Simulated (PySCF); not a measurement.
C4H3S (SMILES [c]1ccsc1), doublet, geometry from GFN2-xTB, with bond 8-5 at 1.3 times its length; SVWN5/6-31G in PySCF.

PySCF was given this input:
```python
from pyscf import gto, scf, dft

mol = gto.M(
    atom='''
S    -0.004261    0.013358    1.148053
C     0.019290    1.290200   -0.067535
C    -0.017288   -1.194830   -0.085886
C     0.015705    0.730941   -1.268439
C    -0.004656   -0.668486   -1.339947
H     0.033109    2.310608    0.249309
H    -0.033643   -2.228570    0.199628
H    -0.011087   -1.414979   -2.519038
''',
    basis='6-31g',
    charge=0,
    spin=1,
    verbose=4,
)

mf = dft.UKS(mol)
mf.xc = 'lda,vwn'
mf.diis_space = 2
mf.kernel()
```

What the program printed (banner, timings and long lists left out):

```
PySCF version 2.14.0

[INPUT] verbose = 4
[INPUT] num. atoms = 8
[INPUT] num. electrons = 43
[INPUT] charge = 0
[INPUT] spin (= nelec alpha-beta = 2S) = 1
[INPUT] symmetry False subgroup None
[INPUT] Mole.unit = angstrom
[INPUT] Symbol           X                Y                Z      unit          X                Y                Z       unit  Magmom
[...]
nuclear repulsion = 192.037210769898
number of shells = 33
number of NR pGTOs = 146
number of NR cGTOs = 55
basis = 6-31g
ecp = {}

******** <class 'pyscf.dft.uks.UKS'> ********
method = UKS
initial guess = minao
damping factor = 0
level_shift factor = 0
DIIS = <class 'pyscf.scf.diis.CDIIS'>
diis_start_cycle = 1
diis_space = 2
diis_damp = 0
SCF conv_tol = 1e-09
SCF conv_tol_grad = None
SCF max_cycles = 50
direct_scf = True
direct_scf_tol = 1e-13
number electrons alpha = 22  beta = 21
XC library pyscf.dft.libxc version 7.1.2
    S. Lehtola, C. Steigemann, M. J. T. Oliveira, and M. A. L. Marques,  SoftwareX 7, 1–5 (2018)
XC functionals = lda,vwn
    P. A. M. Dirac,  Math. Proc. Cambridge Philos. Soc. 26, 376 (1930)
    F. Bloch,  Z. Phys. 57, 545 (1929)
    S. H. Vosko, L. Wilk, and M. Nusair,  Can. J. Phys. 58, 1200 (1980)
radial grids:
    Treutler-Ahlrichs [JCP 102, 346 (1995); DOI:10.1063/1.469408] (M4) radial grids

becke partition: Becke, JCP 88, 2547 (1988); DOI:10.1063/1.454033
pruning grids: <function nwchem_prune>
grids dens level: 3
symmetrized grids: False
atomic radii adjust function: <function treutler_atomic_radii_adjust>
small_rho_cutoff = 0
Set gradient conv threshold to 3.16228e-05
tot grids = 104776
init E= -550.12821287353

cycle= 1 E= -549.35502786082  delta_E= 0.773  |g|= 0.253  |ddm|= 2.34
cycle= 2 E= -549.272377285813  delta_E= 0.0827  |g|= 0.437  |ddm|= 0.807
cycle= 3 E= -549.389298397782  delta_E= -0.117  |g|= 0.102  |ddm|= 0.693
cycle= 4 E= -549.380913549311  delta_E= 0.00838  |g|= 0.157  |ddm|= 0.338
cycle= 5 E= -549.394053872426  delta_E= -0.0131  |g|= 0.0613  |ddm|= 0.194
cycle= 6 E= -549.382565510076  delta_E= 0.0115  |g|= 0.144  |ddm|= 0.285
cycle= 7 E= -549.394669557138  delta_E= -0.0121  |g|= 0.0553  |ddm|= 0.236
cycle= 8 E= -549.392001370426  delta_E= 0.00267  |g|= 0.0893  |ddm|= 0.143
cycle= 9 E= -549.394765239829  delta_E= -0.00276  |g|= 0.0495  |ddm|= 0.131
cycle= 10 E= -549.38786401138  delta_E= 0.0069  |g|= 0.116  |ddm|= 0.215
cycle= 11 E= -549.395669951656  delta_E= -0.00781  |g|= 0.0361  |ddm|= 0.145
[...]
cycle= 20 E= -549.394803998905  delta_E= 0.00112  |g|= 0.0531  |ddm|= 0.0883
cycle= 21 E= -549.396099215903  delta_E= -0.0013  |g|= 0.0228  |ddm|= 0.0587
cycle= 22 E= -549.394513114678  delta_E= 0.00159  |g|= 0.0541  |ddm|= 0.103
cycle= 23 E= -549.396178213486  delta_E= -0.00167  |g|= 0.0211  |ddm|= 0.0826
cycle= 24 E= -549.395664570043  delta_E= 0.000514  |g|= 0.0368  |ddm|= 0.0566
cycle= 25 E= -549.396067362766  delta_E= -0.000403  |g|= 0.0239  |ddm|= 0.0582
cycle= 26 E= -549.395071407118  delta_E= 0.000996  |g|= 0.0479  |ddm|= 0.0798
cycle= 27 E= -549.396128905306  delta_E= -0.00106  |g|= 0.0225  |ddm|= 0.0567
cycle= 28 E= -549.394623410673  delta_E= 0.00151  |g|= 0.0541  |ddm|= 0.0873
cycle= 29 E= -549.396111508108  delta_E= -0.00149  |g|= 0.0235  |ddm|= 0.0765
cycle= 30 E= -549.395181470823  delta_E= 0.00093  |g|= 0.0466  |ddm|= 0.0691
cycle= 31 E= -549.395902923384  delta_E= -0.000721  |g|= 0.0294  |ddm|= 0.0663
cycle= 32 E= -549.394295788695  delta_E= 0.00161  |g|= 0.0599  |ddm|= 0.0951
cycle= 33 E= -549.395723194491  delta_E= -0.00143  |g|= 0.0342  |ddm|= 0.0811
cycle= 34 E= -549.39251573953  delta_E= 0.00321  |g|= 0.08  |ddm|= 0.123
cycle= 35 E= -549.395409709912  delta_E= -0.00289  |g|= 0.0413  |ddm|= 0.11
cycle= 36 E= -549.39151197297  delta_E= 0.0039  |g|= 0.0895  |ddm|= 0.146
cycle= 37 E= -549.394633652404  delta_E= -0.00312  |g|= 0.0544  |ddm|= 0.135
cycle= 38 E= -549.388251650461  delta_E= 0.00638  |g|= 0.116  |ddm|= 0.182
cycle= 39 E= -549.393485204149  delta_E= -0.00523  |g|= 0.0684  |ddm|= 0.173
cycle= 40 E= -549.381581898898  delta_E= 0.0119  |g|= 0.155  |ddm|= 0.251
cycle= 41 E= -549.391607823303  delta_E= -0.01  |g|= 0.0886  |ddm|= 0.22
cycle= 42 E= -549.373214224498  delta_E= 0.0184  |g|= 0.191  |ddm|= 0.334
cycle= 43 E= -549.387686428245  delta_E= -0.0145  |g|= 0.12  |ddm|= 0.307
cycle= 44 E= -549.355675005622  delta_E= 0.032  |g|= 0.257  |ddm|= 0.408
cycle= 45 E= -549.381301034299  delta_E= -0.0256  |g|= 0.154  |ddm|=  0.4
cycle= 46 E= -549.326073366898  delta_E= 0.0552  |g|= 0.334  |ddm|= 0.561
cycle= 47 E= -549.370395853616  delta_E= -0.0443  |g|= 0.205  |ddm|= 0.495
cycle= 48 E= -549.276346161801  delta_E= 0.094  |g|= 0.43  |ddm|= 0.781
cycle= 49 E= -549.347417097821  delta_E= -0.0711  |g|= 0.281  |ddm|= 0.726
cycle= 50 E= -549.181995614659  delta_E= 0.165  |g|= 0.584  |ddm|= 0.949
SCF not converged.
SCF energy = -549.181995614659 after 50 cycles  <S^2> = 0.75501415  2S+1 = 2.0050079
```

The run did not converge; its last values are not results.
